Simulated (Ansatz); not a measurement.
Computed with Ansatz on PBE0-D4/def2-TZVP structures; ΔE is electronic, products minus reactants. CBS: MP2 limit from def2 TZ/QZ plus the TZ coupled-cluster correction, frozen cores. Functionals use def2-TZVPP. For Ga, Ge outer-core shells are correlated without core-valence functions, which leaves a few kJ/mol of doubt a bond. Scalar relativity is left out up to krypton. Each species was taken in one conformer, which may not be the lowest.

Reaction (redistribution): `[F][Ge]([F])([Cl])[Cl]` + `O=C=[N][Ga]([Cl])[Cl]` → `O=C=[N][Ge]([F])([Cl])[Cl]` + `[F][Ga]([Cl])[Cl]`

Question: Is it downhill or uphill in electronic energy at CCSD(T)/CBS, and by how much? (Best estimate.)

Answer: Ansatz gave: Uphill: ΔE = +3.3 kcal/mol.

Question: What do these levels give: B97M-V, CAM-B3LYP-D4, PBE-QIDH, BHLYP, LC-ωPBE, CCSD/def2-TZVPP? (Estimate.)

Answer: Ansatz gave: B97M-V 3.1, CAM-B3LYP-D4 3.0, PBE-QIDH 3.0, BHLYP 3.3, LC-ωPBE 2.9, CCSD/def2-TZVPP 3.1 kcal/mol.

Largest T1 diagnostic among the species: 0.014.

Leaving LDA and LC-ωPBE aside and taking each functional with its dispersion term where it has one, the values, not all of them listed here, spread over 0.9 kcal/mol, from revPBE-D4 to BHLYP-D4. At CCSD(T), def2-SVP lies −0.9 kcal/mol from the extrapolated value and def2-TZVPP −0.4 kcal/mol.
